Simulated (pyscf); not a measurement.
**H₂N–SiH(NH₂)–I, singlet**

Gas-phase minimum from PySCF at ωB97X-D3(BJ)/def2-SVP, one conformer. 

SMILES: N[SiH](N)I
```xyz
9

N     -0.3208     1.2046    -1.8628
Si    -0.0915     0.2409    -0.4654
N     -0.8290    -1.2816    -0.7318
I     -1.0513     1.6129     1.3380
H     -0.3642     2.2153    -1.8147
H     -0.0761     0.8578    -2.7840
H      1.2897    -0.0487     0.0006
H     -0.5777    -2.0790    -0.1571
H     -1.7933    -1.3319    -1.0449
```
Charge 0, spin multiplicity 1.

Bonded distances (Å): N1–Si2 1.713, N1–H5 1.013, N1–H6 1.014, Si2–N3 1.713, Si2–I4 2.461, Si2–H7 1.486, N3–H8 1.015, N3–H9 1.015. Bond angles (°): Si2–N1–H5 121.9, Si2–N1–H6 121.1, H5–N1–H6 113.2, N1–Si2–N3 108.4, N1–Si2–I4 103.4, N1–Si2–H7 119.3, N3–Si2–I4 116.2, N3–Si2–H7 106.0, I4–Si2–H7 104.0, Si2–N3–H8 120.3, Si2–N3–H9 120.1, H8–N3–H9 111.8.

Properties at ωB97X-D3(BJ)/def2-SVP:

Harmonic wavenumbers, unscaled: 170, 189, 256, 268, 301, 367, 395, 462, 749, 765, 841, 876, 911, 969, 1534, 1548, 2270, 3617, 3628, 3717, 3737 cm⁻¹
Zero-point energy: 39.4 kcal/mol
Rotational symmetry number: 1
Entropy of this conformer at 298 K and 1 atm, rigid rotor and harmonic oscillator, modes under 100 cm⁻¹ raised to 100: 345.8 J/(mol K)
Dipole moment: 2.67 D

Single-point totals, which compare only within one level:

```json
[
 {"level": "ωB97X-D3(BJ)/def2-TZVP", "total energy (hartree)": "-700.04191"},
 {"level": "PBE/def2-TZVP", "total energy (hartree)": "-699.58206"},
 {"level": "r²SCAN/def2-TZVP", "total energy (hartree)": "-699.91256"},
 {"level": "B3LYP-D3(BJ)/def2-TZVP", "total energy (hartree)": "-700.01664"},
 {"level": "PBE0-D3(BJ)/def2-TZVP", "total energy (hartree)": "-699.65368"},
 {"level": "M06-2X/def2-TZVP", "total energy (hartree)": "-699.73983"},
 {"level": "ωB97M-D3(BJ)/def2-TZVP", "total energy (hartree)": "-700.03584"}
]
```

Soft torsions are taken as harmonic, which can shift the entropy by several J/(mol K). Elements past Kr carry the def2 core potentials, without spin-orbit coupling.
